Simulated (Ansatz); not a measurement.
Consider the protonation: Br• + H⁺ → `[BrH+]`•.

Isolated molecules relaxed with PBE0-D4/def2-TZVP in Ansatz; ΔE leaves out vibrations. CCSD(T)/CBS is the MP2 limit (def2-TZVPP, def2-QZVPP) plus CCSD(T) − MP2 in def2-TZVPP, frozen cores. This one scheme is used for every species, atoms too. DFT in def2-TZVPP. HSE06 is defined as in plane-wave codes. Open shells (•) are unrestricted, without spin–orbit coupling. Bonds to Br are less sure, by a few kJ/mol each and by 10 to 20 or more in all where they break to atoms, as the def2 sets lack core-valence functions. Scalar relativity is left out up to krypton.

`[BrH+]`•:

Cartesian coordinates in Å:
```
Br 0.213 0.681 -0.141
H -0.213 -0.681 0.141
```

```tsv
level	ΔE (kJ/mol)
PBE-QIDH	-565.5
HSE06	-568.5
```

(1) What does CCSD(T)/CBS give? (Estimate.)

Largest T1 diagnostic among the species: 0.006.

## Answers

(1) The calculation gave: -564.6 kJ/mol. The listed levels differ from it by -0.9, -3.9 kJ/mol.

From r2SCAN to r2SCAN0 (25 % exact exchange), in def2-TZVPP and without D4, ΔE moves by +6.0 kJ/mol. In def2-TZVPP, CCSD(T) changes the Hartree–Fock value by −20.6 kJ/mol (the triples alone add −0.7 kJ/mol) and MP2 by −12.6 kJ/mol. At CCSD(T), def2-SVP lies −16.9 kJ/mol from the extrapolated value and def2-TZVPP −10.4 kJ/mol.
